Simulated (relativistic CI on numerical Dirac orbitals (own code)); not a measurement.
Spin-allowed bands of a d3 ion in an octahedral site, by hand

Problem. Take Δ = 9150 cm⁻¹ and B = 670 cm⁻¹ for a d3 ion in an octahedral site. Calculate the three spin-allowed bands.

Working.
1. The terms of highest spin are 4F (energy 0) and 4P (15B = 10050 cm⁻¹). Here the F term splits into A2 at −1.2Δ = -10980, T2 at −0.2Δ = -1830 and T1 at +0.6Δ = 5490 cm⁻¹.
2. The two T1 states mix through the element 0.4Δ: H = [[5490, 3660], [3660, 10050]], with roots ½(H₁₁ + H₂₂) ∓ ½√[(H₂₂ − H₁₁)² + 4H₁₂²] = ½(15540) ∓ ½(8624) = 3458 and 12082 cm⁻¹.
3. The ground term is 4A2 at -10980 cm⁻¹.
4. Bands: 4T2 9150 cm⁻¹ (1093 nm), 4T1(F) 14438 cm⁻¹ (693 nm), 4T1(P) 23062 cm⁻¹ (434 nm).

Check. Exact diagonalisation of the whole d3 shell with these parameters gives 4T2 9150, 4T1 14438, 4T1 23062 cm⁻¹. The match is exact, since without spin-orbit coupling no other term has this spin. The ratio of the second band to the first, 1.578, depends on Δ/B = 13.7 alone, which is how a Tanabe-Sugano diagram is read.
